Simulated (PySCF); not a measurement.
Electron correlation in Te (tellurium, neutral)

[Kr] 4d10 5s2 5p3 6s1, high-spin 5S determinant (an excited configuration). All numbers are calculated (PySCF 2.14, the spin-free X2C one-electron Hamiltonian (Gaussian nucleus), in aug-cc-pwCVTZ-DK3). Frozen: [Kr] 4d10; 6 electrons correlated.

MP2 pair energies summed by pair of shells (mhartree):

```tsv
pair	energy	share (%)
5s-5p	-43.20	55.6
5p-5p	-13.84	17.8
5s-5s	-8.29	10.7
5p-6s	-7.90	10.2
5s-6s	-4.49	5.8
```

Total MP2 correlation energy: -77.72 mhartree.

Same-spin part -25.15 and opposite-spin part -52.57 mhartree; SCS-MP2 scales them by 1/3 and 6/5 to -71.46 mhartree.
